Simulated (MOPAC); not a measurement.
Job for MOPAC: AM1 on C4H10O (SMILES CCC(C)O).

```
AM1 1SCF PRECISE CHARGE=0 THREADS=1
C4H10O

C      1.97948461 1    -0.20928659 1     0.17301706 1
C      0.54237174 1    -0.02420306 1     0.64796665 1
C     -0.49136703 1    -0.18189787 1    -0.46581446 1
C     -1.92005492 1    -0.08976038 1     0.05161345 1
O     -0.26914364 1     0.75769783 1    -1.52255671 1
H      2.13340133 1    -1.21799486 1    -0.21768628 1
H      2.68808601 1    -0.05571806 1     0.98860228 1
H      2.21757878 1     0.49366335 1    -0.62533637 1
H      0.31327728 1    -0.74461345 1     1.43924219 1
H      0.41882044 1     0.96978379 1     1.09563467 1
H     -0.34548421 1    -1.15430196 1    -0.94517681 1
H     -2.62974148 1    -0.19210265 1    -0.76965092 1
H     -2.12329318 1    -0.87128667 1     0.78657840 1
H     -2.09210910 1     0.87630317 1     0.53630979 1
H     -0.42182660 1     1.64371741 1    -1.17274291 1
```

Program output:

```
*******************************************************************************
 **                                                                           **
 **                              MOPAC v23.2.5                                **
 **                                                                           **
 *******************************************************************************
 ** MOPAC's Digital Object Identifier: https://doi.org/10.5281/zenodo.6511958 **
 **                                                                           **
 ** Please cite the open-source release paper for use of this MOPAC version:  **
 ** J. E. Moussa and J. J. P. Stewart (2026)                                  **
 ** MOPAC: An open-source semiempirical molecular orbital program             **
 ** J. Open Source Softw., 11(119), 8025, https://doi.org/10.21105/joss.08025 **
 *******************************************************************************

                              AM1 CALCULATION RESULTS

 *******************************************************************************
 *  AM1        - The AM1 Hamiltonian to be used
 *
 *
 *
 *                 CHARGE ON SYSTEM = 0
 *
 *
 *
 *  PRECISE    - TIGHTER CRITERIA TO BE USED
 *  1SCF       - DO 1 SCF AND THEN STOP
 *  THREADS=1  - MULTI-THREADING NOT USED
 *  T=         - A TIME OF 172800.0 SECONDS REQUESTED
 *  DUMP=N     - RESTART FILE WRITTEN EVERY 7200.0 SECONDS REQUESTED
 *******************************************************************************
AM1 1SCF PRECISE CHARGE=0 THREADS=1
 C4H10O

   ATOM   CHEMICAL          X               Y               Z
  NUMBER   SYMBOL      (ANGSTROMS)     (ANGSTROMS)     (ANGSTROMS)

     1       C          1.97948461  *  -0.20928659  *   0.17301706  *
     2       C          0.54237174  *  -0.02420306  *   0.64796665  *
     3       C         -0.49136703  *  -0.18189787  *  -0.46581446  *
     4       C         -1.92005492  *  -0.08976038  *   0.05161345  *
     5       O         -0.26914364  *   0.75769783  *  -1.52255671  *
     6       H          2.13340133  *  -1.21799486  *  -0.21768628  *
     7       H          2.68808601  *  -0.05571806  *   0.98860228  *
     8       H          2.21757878  *   0.49366335  *  -0.62533637  *
     9       H          0.31327728  *  -0.74461345  *   1.43924219  *
    10       H          0.41882044  *   0.96978379  *   1.09563467  *
    11       H         -0.34548421  *  -1.15430196  *  -0.94517681  *
    12       H         -2.62974148  *  -0.19210265  *  -0.76965092  *
    13       H         -2.12329318  *  -0.87128667  *   0.78657840  *
    14       H         -2.09210910  *   0.87630317  *   0.53630979  *
    15       H         -0.42182660  *   1.64371741  *  -1.17274291  *



          CARTESIAN COORDINATES

    NO.       ATOM           X           Y           Z

     1         C          1.9795     -0.2093      0.1730
     2         C          0.5424     -0.0242      0.6480
     3         C         -0.4914     -0.1819     -0.4658
     4         C         -1.9201     -0.0898      0.0516
     5         O         -0.2691      0.7577     -1.5226
     6         H          2.1334     -1.2180     -0.2177
     7         H          2.6881     -0.0557      0.9886
     8         H          2.2176      0.4937     -0.6253
     9         H          0.3133     -0.7446      1.4392
    10         H          0.4188      0.9698      1.0956
    11         H         -0.3455     -1.1543     -0.9452
    12         H         -2.6297     -0.1921     -0.7697
    13         H         -2.1233     -0.8713      0.7866
    14         H         -2.0921      0.8763      0.5363
    15         H         -0.4218      1.6437     -1.1727

  H: (AM1): M.J.S. DEWAR ET AL, J. AM. CHEM. SOC. 107 3902-3909 (1985)
  C: (AM1): M.J.S. DEWAR ET AL, J. AM. CHEM. SOC. 107 3902-3909 (1985)
  O: (AM1): M.J.S. DEWAR ET AL, J. AM. CHEM. SOC. 107 3902-3909 (1985)

           Empirical Formula: C4 H10 O  =    15 atoms



      MOLECULAR POINT GROUP   :   C1


      RHF CALCULATION, NO. OF DOUBLY OCCUPIED LEVELS = 16


 -------------------------------------------------------------------------------
 AM1 1SCF PRECISE CHARGE=0 THREADS=1
 C4H10O



     1SCF WAS SPECIFIED, SO BFGS WAS NOT USED
     SCF FIELD WAS ACHIEVED


                              AM1 CALCULATION
                                                       MOPAC v23.2.5 Linux




          FINAL HEAT OF FORMATION =        -72.59530 KCAL/MOL =    -303.73875 KJ/MOL


          COSMO AREA              =        124.88 SQUARE ANGSTROMS
          COSMO VOLUME            =        113.28 CUBIC ANGSTROMS

          IONIZATION POTENTIAL    =         11.022795 EV
          HOMO LUMO ENERGIES (EV) =        -11.023  3.527
          NO. OF FILLED LEVELS    =         16
          MOLECULAR WEIGHT        =         74.1224         POINT GROUP:  C1

          MOLECULAR DIMENSIONS (Angstroms)

            Atom       Atom       Distance
            H    12    H     7     5.60262
            H    13    H    15     3.45439
            H     6    H    14     2.98705


          SCF CALCULATIONS        =          1





   ATOM   CHEMICAL          X               Y               Z
  NUMBER   SYMBOL      (ANGSTROMS)     (ANGSTROMS)     (ANGSTROMS)

     1       C          1.97948461  *  -0.20928659  *   0.17301706  *
     2       C          0.54237174  *  -0.02420306  *   0.64796665  *
     3       C         -0.49136703  *  -0.18189787  *  -0.46581446  *
     4       C         -1.92005492  *  -0.08976038  *   0.05161345  *
     5       O         -0.26914364  *   0.75769783  *  -1.52255671  *
     6       H          2.13340133  *  -1.21799486  *  -0.21768628  *
     7       H          2.68808601  *  -0.05571806  *   0.98860228  *
     8       H          2.21757878  *   0.49366335  *  -0.62533637  *
     9       H          0.31327728  *  -0.74461345  *   1.43924219  *
    10       H          0.41882044  *   0.96978379  *   1.09563467  *
    11       H         -0.34548421  *  -1.15430196  *  -0.94517681  *
    12       H         -2.62974148  *  -0.19210265  *  -0.76965092  *
    13       H         -2.12329318  *  -0.87128667  *   0.78657840  *
    14       H         -2.09210910  *   0.87630317  *   0.53630979  *
    15       H         -0.42182660  *   1.64371741  *  -1.17274291  *

                             CARTESIAN COORDINATES

   1    C        1.979484610    -0.209286590     0.173017060
   2    C        0.542371740    -0.024203060     0.647966650
   3    C       -0.491367030    -0.181897870    -0.465814460
   4    C       -1.920054920    -0.089760380     0.051613450
   5    O       -0.269143640     0.757697830    -1.522556710
   6    H        2.133401330    -1.217994860    -0.217686280
   7    H        2.688086010    -0.055718060     0.988602280
   8    H        2.217578780     0.493663350    -0.625336370
   9    H        0.313277280    -0.744613450     1.439242190
  10    H        0.418820440     0.969783790     1.095634670
  11    H       -0.345484210    -1.154301960    -0.945176810
  12    H       -2.629741480    -0.192102650    -0.769650920
  13    H       -2.123293180    -0.871286670     0.786578400
  14    H       -2.092109100     0.876303170     0.536309790
  15    H       -0.421826600     1.643717410    -1.172742910


           Empirical Formula: C4 H10 O  =    15 atoms



      MOLECULAR POINT GROUP   :   C1


                  EIGENVALUES
 -38.84677 -33.81575 -30.83539 -24.93182 -22.21550 -17.23140 -16.75818 -15.58724
 -14.39628 -14.29250 -13.22515 -12.80627 -12.73351 -11.90264 -11.66705 -11.02279
   3.52654   3.55741   4.06111   4.06643   4.22856   4.53231   4.60790   4.77067
   4.83250   4.99426   5.08307   5.17415   5.36616   6.38422


              NET ATOMIC CHARGES AND DIPOLE CONTRIBUTIONS

  ATOM NO.   TYPE          CHARGE      No. of ELECS.   s-Pop       p-Pop
    1          C          -0.202467        4.2025     1.21427     2.98819
    2          C          -0.184652        4.1847     1.21919     2.96546
    3          C           0.027263        3.9727     1.21718     2.75556
    4          C          -0.241424        4.2414     1.22284     3.01858
    5          O          -0.327016        6.3270     1.87452     4.45249
    6          H           0.072453        0.9275     0.92755
    7          H           0.070862        0.9291     0.92914
    8          H           0.083203        0.9168     0.91680
    9          H           0.083001        0.9170     0.91700
   10          H           0.074383        0.9256     0.92562
   11          H           0.109437        0.8906     0.89056
   12          H           0.088398        0.9116     0.91160
   13          H           0.081715        0.9183     0.91828
   14          H           0.070762        0.9292     0.92924
   15          H           0.194080        0.8059     0.80592
 DIPOLE           X         Y         Z       TOTAL
 POINT-CHG.    -0.239    -0.281     1.078     1.139
 HYBRID        -0.196     0.423     0.511     0.692
 SUM           -0.434     0.142     1.589     1.653


          ATOMIC ORBITAL ELECTRON POPULATIONS

     Atom    s        px        py        pz
    1  C   1.21427   0.94529   1.02682   1.01608
    2  C   1.21919   0.95725   1.02518   0.98302
    3  C   1.21718   0.92248   0.94592   0.88715
    4  C   1.22284   0.97154   1.02512   1.02192
    5  O   1.87452   1.92551   1.18260   1.34439
    6  H   0.92755
    7  H   0.92914
    8  H   0.91680
    9  H   0.91700
   10  H   0.92562
   11  H   0.89056
   12  H   0.91160
   13  H   0.91828
   14  H   0.92924
   15  H   0.80592

 **********************
 *                    *
 * JOB ENDED NORMALLY *
 *                    *
 **********************




 == MOPAC DONE ==
```

The run finished.

Cost: around 0.020 core-seconds (rough).
